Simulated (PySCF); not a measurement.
ClGeH5SSi, SMILES Cl[SiH2][S][GeH3].

Geometry optimised at B3LYP-D3(BJ)/def2-SVP. This is a generated structure with no PubChem entry under its InChIKey; it may be hypothetical. One conformer was computed; it need not be the lowest.

Computed with HF/def2-TZVP in PySCF.

```
Quantity                                                                                                        Value
---------------------------------------------------------------------------------------------  ----------------------
total energy                                                                                      -3224.37768 hartree
highest occupied level                                                                                      -10.38 eV
lowest empty level                                                                                            2.80 eV
orbital gap                                                                                                  13.19 eV
dipole moment                                                                                                  1.36 D
quadrupole, principal values (traceless, Buckingham form, about the centre of nuclear charge)  -6.52, -0.97, 7.49 D·Å
mean static polarisability                                                                      81.3 bohr³ (12.05 Å³)
polarisability, principal values                                                               68.0, 81.9, 94.0 bohr³
```
